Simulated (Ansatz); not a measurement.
Name a neutral molecule of B, F and H with size of the dipole moment (PBE/def2-TZVPP) between 0.00 and 0.30 D and LUMO energy (B3LYP/def2-TZVPP) between 0.25 and 0.55 eV (Ansatz, PBE0-D4/def2-TZVP geometry).

`F[B@H-]1[F+][B@H-](F)[F+]1` (0.00 D, 0.32 eV). Other molecules can fit too; these were computed, each in one conformer that needn't be the lowest.

B3LYP here is the variant with VWN-RPA as its local correlation; programs differ in this.
